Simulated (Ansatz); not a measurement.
# One step, two centres

Four-centre ligand exchange, with the central atom changed down its group and all else kept; in the first member these bonds form or tighten: B–O, H–O; these break or loosen: B–O, H–O.

Gas-phase electronic energies, without zero-point energy, by CCSD(T) at an estimated basis limit (MP2 extrapolated from triple and quadruple zeta, plus CCSD(T) − MP2 in triple zeta); Ansatz 0.2.0, def2-TZVPP and QZVPP, frozen cores, on PBE0-D4/def2-TZVP structures. Extrapolation: Hartree–Fock as exp(−7.88 √X), correlation as X^−2.97. All energies, in kcal/mol, count from the separated reactants, without counterpoise correction; the start and end structures are the complexes reached by relaxing down from the saddle, and deeper ones may exist. Brackets give SMILES, or, where every atom is bracketed, only which atoms are joined. Steps whose reference was doubtful or whose search ended elsewhere are left out.

| reactants | products | start structure | saddle | end structure | saddle by PBE0-D4/TZ |
| --- | --- | --- | --- | --- | --- |
| SiH₄O ([OH][SiH3]) + BH₃O ([BH2][OH]) | BSiH₅O ([BH2][O][SiH3]) + H₂O, still joined by a dative B–O bond | -3.01 | 11.94 | -3.49 | 8.27 |
| AlH₃O ([OH][AlH2]) + SiH₄O ([OH][SiH3]) | AlSiH₅O ([AlH2][O][SiH3]) + H₂O, still joined by a dative Al–O bond | -20.37 | ? | -27.41 | -16.58 |

Q: What is the height of the saddle for AlH₃O ([OH][AlH2]) + SiH₄O ([OH][SiH3])? (To be estimated.)

A: The calculation gives: -14.30 kcal/mol relative to the separated reactants, the lower of the two; above its start structure the barrier is -14.30 − (-20.37) ≈ 6.07 kcal/mol.

Aluminium, larger and more positive than boron, binds the incoming molecule more strongly, and well and saddle both drop.

Q: How do the PBE0-D4 saddles lie against the coupled-cluster estimate?

A: Both lower, by 2.28 to 3.68 kcal/mol.

T1 diagnostic: at most 0.014.

For scale, one of the runs: CCSD(T)/def2-TZVPP, 244 basis functions, launched by `ansatz run in.yaml --threads 4 --pin off --events-out ev --progress --plain --max-ram 9574MiB`. The run took 100 s on 4 CPU threads of an Arm Neoverse V1 (shared host), with 4.6 GiB of host memory at its peak.
